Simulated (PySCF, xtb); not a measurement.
Si(F)(OH)2(SeH) (FH3O2SeSi), SMILES O[Si](O)(F)[SeH]. The values are those of a single conformer.

Harmonic wavenumbers (cm⁻¹) from GFN2-xTB (xtb 6.7.1) at its own minimum, in rising order: 71, 142, 145, 197, 228, 240, 278, 288, 421, 622, 767, 812, 818, 924, 1004, 2108, 3646, 3678.

**Question.** What does PySCF with PBE-D3(BJ)/def2-SVP give at its own minimum? (An estimate is asked for; the answer gives what the named calculation found.)

**Answer.** 70, 129, 165, 232, 250, 263, 312, 332, 444, 634, 767, 793, 842, 928, 962, 2371, 3744, 3768. Paired by order, the mean absolute difference is 43 cm⁻¹ and the zero-point energies are 23.4 and 24.3 kcal/mol.
